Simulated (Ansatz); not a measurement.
Born–Oppenheimer molecular dynamics of ClF₃Hf (5 atoms, charge 0, multiplicity 1). It goes on from the last frame of an earlier run, with new velocities.

These are results of RKS revPBE/def2-SVP (Ansatz), not measurements.

| Quantity | Value |
| --- | --- |
| ensemble | NVE (velocity Verlet) |
| time step | 1 fs |
| steps asked | 100 |
| starting velocities drawn for | 1500 K |
| seed | 731603 |

Frames 5 fs apart, positions in Å, forces in eV/Å.

Velocities at 20 fs (Å/ps):

```
Hf 1.00 -1.56 -1.45
Cl -3.38 6.07 7.84
F 4.65 1.95 -5.33
F -3.34 0.69 10.72
F -4.44 0.74 -6.43
```

```xyz
5
Properties=species:S:1:pos:R:3:forces:R:3 time_fs=20 energy_less_start_eV=0.091 T=1267
Hf 0.000 0.007 -0.001 0.04 -0.62 1.42
Cl -0.012 -0.026 2.555 0.00 0.06 -2.03
F 1.847 0.014 -0.609 -0.90 0.01 0.20
F -0.913 1.585 -0.641 0.29 -0.50 0.13
F -0.905 -1.615 -0.629 0.57 1.06 0.29
5
Properties=species:S:1:pos:R:3:forces:R:3 time_fs=25 energy_less_start_eV=0.197 T=994
Hf 0.005 -0.002 -0.007 0.25 -0.55 1.54
Cl -0.029 0.005 2.587 0.05 -0.02 -2.28
F 1.864 0.024 -0.634 -1.25 -0.01 0.33
F -0.928 1.585 -0.587 0.32 -0.52 0.06
F -0.923 -1.604 -0.659 0.64 1.11 0.35
5
Properties=species:S:1:pos:R:3:forces:R:3 time_fs=30 energy_less_start_eV=0.239 T=885
Hf 0.010 -0.011 -0.011 0.35 -0.31 1.79
Cl -0.045 0.035 2.603 0.09 -0.11 -2.37
F 1.865 0.034 -0.655 -1.26 -0.03 0.34
F -0.939 1.579 -0.532 0.28 -0.42 -0.05
F -0.934 -1.579 -0.685 0.54 0.86 0.29
5
Properties=species:S:1:pos:R:3:forces:R:3 time_fs=35 energy_less_start_eV=0.225 T=920
Hf 0.016 -0.020 -0.013 0.33 0.09 2.19
Cl -0.061 0.065 2.604 0.13 -0.20 -2.35
F 1.851 0.043 -0.672 -0.92 -0.04 0.23
F -0.946 1.567 -0.477 0.18 -0.21 -0.18
F -0.937 -1.544 -0.707 0.28 0.35 0.11
5
Properties=species:S:1:pos:R:3:forces:R:3 time_fs=40 energy_less_start_eV=0.194 T=999
Hf 0.023 -0.029 -0.012 0.16 0.55 2.67
Cl -0.076 0.093 2.588 0.18 -0.28 -2.21
F 1.825 0.052 -0.686 -0.29 -0.03 0.02
F -0.951 1.553 -0.425 0.05 0.05 -0.32
F -0.938 -1.505 -0.728 -0.09 -0.28 -0.16
5
Properties=species:S:1:pos:R:3:forces:R:3 time_fs=45 energy_less_start_eV=0.168 T=1067
Hf 0.029 -0.038 -0.007 -0.20 0.90 3.04
Cl -0.090 0.119 2.558 0.22 -0.36 -1.95
F 1.795 0.060 -0.700 0.45 0.00 -0.26
F -0.956 1.539 -0.377 -0.06 0.26 -0.42
F -0.939 -1.469 -0.751 -0.41 -0.81 -0.41
5
Properties=species:S:1:pos:R:3:forces:R:3 time_fs=50 energy_less_start_eV=0.128 T=1170
Hf 0.035 -0.045 0.002 -0.67 0.98 2.96
Cl -0.102 0.143 2.514 0.26 -0.42 -1.55
F 1.771 0.069 -0.717 1.01 0.05 -0.46
F -0.961 1.529 -0.334 -0.09 0.36 -0.48
F -0.945 -1.443 -0.779 -0.51 -0.97 -0.46
5
Properties=species:S:1:pos:R:3:forces:R:3 time_fs=55 energy_less_start_eV=0.065 T=1333
Hf 0.041 -0.051 0.015 -1.01 0.76 2.15
Cl -0.113 0.164 2.460 0.28 -0.46 -0.94
F 1.760 0.078 -0.740 1.08 0.07 -0.45
F -0.967 1.523 -0.298 -0.04 0.32 -0.51
F -0.958 -1.429 -0.812 -0.31 -0.70 -0.26
5
Properties=species:S:1:pos:R:3:forces:R:3 time_fs=60 energy_less_start_eV=0.031 T=1419
Hf 0.044 -0.056 0.030 -1.05 0.43 0.63
Cl -0.121 0.182 2.400 0.28 -0.45 -0.06
F 1.761 0.088 -0.768 0.66 0.06 -0.19
F -0.974 1.521 -0.268 0.07 0.17 -0.50
F -0.974 -1.423 -0.849 0.04 -0.21 0.12
5
Properties=species:S:1:pos:R:3:forces:R:3 time_fs=65 energy_less_start_eV=0.103 T=1235
Hf 0.047 -0.060 0.047 -0.83 0.16 -1.35
Cl -0.128 0.197 2.339 0.23 -0.40 1.13
F 1.771 0.099 -0.798 0.04 0.01 0.19
F -0.979 1.521 -0.244 0.19 0.00 -0.48
F -0.989 -1.420 -0.884 0.38 0.23 0.51
5
Properties=species:S:1:pos:R:3:forces:R:3 time_fs=70 energy_less_start_eV=0.281 T=775
Hf 0.049 -0.065 0.062 -0.50 -0.01 -3.35
Cl -0.133 0.209 2.287 0.16 -0.30 2.48
F 1.781 0.110 -0.826 -0.50 -0.04 0.55
F -0.983 1.522 -0.226 0.27 -0.13 -0.48
F -1.000 -1.415 -0.913 0.57 0.48 0.79
5
Properties=species:S:1:pos:R:3:forces:R:3 time_fs=75 energy_less_start_eV=0.470 T=288
Hf 0.049 -0.069 0.072 -0.18 -0.05 -4.81
Cl -0.137 0.219 2.251 0.08 -0.19 3.62
F 1.785 0.121 -0.848 -0.79 -0.08 0.77
F -0.983 1.520 -0.214 0.29 -0.18 -0.49
F -1.004 -1.403 -0.931 0.60 0.51 0.90
```

Of the whole run (100 fs, mean temperature of the second half 832 K): The conserved energy stayed within 0.11 meV per atom of its start (net change 0.013 meV per atom), so the integration is sound. Over the second half the temperature averaged 0.55 of the 1500 K drawn at the start: a run that starts near a minimum puts about half its kinetic energy into the potential. A run of 0.1 ps of so small a system gives no equilibrium averages.

The run took 4 min on 1 thread of AMD EPYC 7R43 64-Core Processor (Zen 3), on a shared host, peak memory 0.18 GiB.
